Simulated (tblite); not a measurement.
C6H12OSi2.
Z-matrix (Å and degrees, GFN2-xTB geometry), rows numbered from 1:
```
C 
C   1  1.3263
C   2  1.4994  1  121.18
C   2  1.4952  1  123.18  3  -178.15
Si  4  1.9173  2  112.20  1  -128.39
C   4  1.5016  2  113.97  1    -8.76
C   6  1.3221  4  115.77  2   124.64
O   7  1.3709  6  117.98  4    -2.07
Si  8  1.6444  7  112.09  6    -2.82
H   1  1.0774  2  121.52  3    -0.91
H   1  1.0760  2  122.43  3   179.05
H   3  1.0872  2  110.81  1   -12.61
H   3  1.0901  2  110.40  1   107.40
H   3  1.0893  2  110.28  1  -133.39
H   5  1.4653  4  110.94  2   -70.40
H   5  1.4632  4  108.76  2   169.32
H   5  1.4656  4  108.40  2    50.02
H   6  1.0760  4  121.14  2   -57.68
H   7  1.0778  6  127.91  4   177.60
H   9  1.4582  4  115.98  2   121.32
H   9  1.4606  4  113.59  2   -13.26
```

Method: GFN2-xTB as coded in tblite; computed harmonic values from a numerical Hessian at the method's own geometry, unscaled. Errors from tens to a few hundred cm⁻¹ against measured bands are possible. Modes of hydrogen on silicon can be 10 to 20 % off. One conformer, not necessarily the lowest.

Harmonic wavenumbers (cm⁻¹): 59.3, 74.1, 131.2, 144.6, 148.3, 178.1, 222.3, 248.8, 340.2, 383.5, 442.8, 461.0, 488.0, 496.0, 531.7, 557.7, 565.6, 584.6, 666.2, 678.2, 723.5, 780.3, 781.1, 787.3, 790.0, 803.9, 816.7, 839.8, 872.4, 911.4, 932.6, 1005.7, 1008.7, 1041.2, 1052.3, 1088.8, 1163.0, 1259.0, 1281.4, 1398.4, 1422.6, 1482.0, 1485.5, 1675.9, 1702.8, 2243.6, 2249.3, 2269.3, 2285.7, 2319.4, 2994.1, 3011.7, 3040.9, 3091.2, 3100.6, 3117.1, 3129.7.

A = 1522, B = 1047, C = 924.7 MHz; mass 156.043 u (most abundant isotopes); point group C1, symmetry number 1.

Question: What is the zero-point energy?

Answer: Half the sum of the wavenumbers: 33681 cm⁻¹ = 96.30 kcal/mol.

Question: Entropy at 200 K, 1 bar (ideal gas, RRHO, classical rotation)?

Answer: Translation 39.09, rotation 28.58, vibration 20.80: S = 88.5 cal/(mol K).

Question: And Cp and H(200 K) − H(0)?

Answer: Cp = 33.53 cal/(mol K), of which vibrations give 25.58 (their classical limit is 57 R = 113.3); H(200 K) − H(0) = 3.98 kcal/mol without the zero-point energy, 2.39 from vibrations.

Question: Which modes carry the vibrational entropy at 200 K?

Answer: 59.3 cm⁻¹: 3.70; 74.1 cm⁻¹: 3.26; 131.2 cm⁻¹: 2.17; 144.6 cm⁻¹: 2.00; 148.3 cm⁻¹: 1.95; 178.1 cm⁻¹: 1.63 cal/(mol K); the other 51 give 6.10 together.

Question: How do the functions run with temperature in this model?

Answer: 
| T (K) | S (cal/(mol K)) | Cp (cal/(mol K)) | H − H(0) (kcal/mol) | G − H(0) (kcal/mol) | ln q(vib) |
| --- | --- | --- | --- | --- | --- |
| 150 | 79.9 | 26.5 | 2.48 | -9.50 | 2.97 |
| 250 | 96.7 | 40.7 | 5.84 | -18.34 | 5.97 |
| 298.15 | 104.4 | 47.2 | 7.96 | -23.18 | 7.48 |
| 400 | 120.0 | 59.1 | 13.39 | -34.62 | 10.74 |
| 600 | 147.4 | 75.8 | 27.00 | -61.44 | 17.09 |
| 900 | 181.3 | 91.1 | 52.23 | -110.93 | 25.96 |

q(vib) and H(0) count from the zero-point level.

Hindered rotation and anharmonicity are outside this model. Other conformers, if any are populated, would add a mixing term that is left out. The structure is chiral; the term R ln 2 for an equal mix with its mirror image is left out.
